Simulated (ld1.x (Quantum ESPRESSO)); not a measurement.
The numbers below are computed, except where a source is named.
**Potentials for Bi compared**

Generated with ld1.x 7.5 (TM, RRKJ, ultrasoft, PAW), atompaw 4.2 or ONCVPSP 4.0.1. The cutoff is in Ry: for ld1.x and atompaw files where the sum of valence levels is converged to 10 mRy in a Bessel basis, for ONCV files where the hardest occupied wave has 1 mHa per electron of residual kinetic energy. The error is the largest all-electron minus pseudo excitation energy over each file’s own four to seven test configurations (ionisations up to +4, promotions, holes and added fractions of an electron), all of which were solved. The labels leave out finer settings (local radius, basis sizes, second energies), which also bear on the numbers. Spin-polarised tests are not counted. The rows are a selection from randomly drawn settings: files with unsolved tests, undetermined cutoffs or missed reference levels are left out.

A true bound ghost makes a file unfit for plane-wave use even where its test errors are small: the radial tests pick states by their node count and pass the ghost by.

| potential | cutoff (Ry) | largest error (meV) | bound ghosts |
| --- | --- | --- | --- |
| RRKJ, PBEsol, non-relativistic, rc 1.60/2.15 (sp), local s, core correction no, reference 6s1.75 6p3.25 | 35 | +240 | none |
| RRKJ, LDA (PZ), scalar-relativistic, rc 1.65/2.10/1.65 (spd), local s, core correction yes, reference 5d10 6s2 6p2.5 | 55 | -183 | none |

(1) Fill in the row for Bi: TM, PBE, fully relativistic, rc 1.95/2.05/1.90 (spd), local d, core correction yes, reference 6s2 6p3.

(2) Fill in the row for Bi: TM semilocal, PBE, scalar-relativistic, rc 1.60/2.25/2.45 (spd), local s, core correction yes, reference 6s1.5 6p3.5.

(3) Fill in the row for Bi: ultrasoft, LDA (PZ), scalar-relativistic, rc 1.85/2.35/1.15 (spd), local smoothed, core correction yes, reference 5d10 6s1.75 6p3.25.

## Answers

(1) cutoff 30 Ry, largest error -928 meV, bound ghosts: s, p3/2, p1/2.

(2) cutoff 35 Ry, largest error -700 meV, bound ghosts: none.

(3) cutoff 90 Ry, largest error -144 meV, bound ghosts: none.
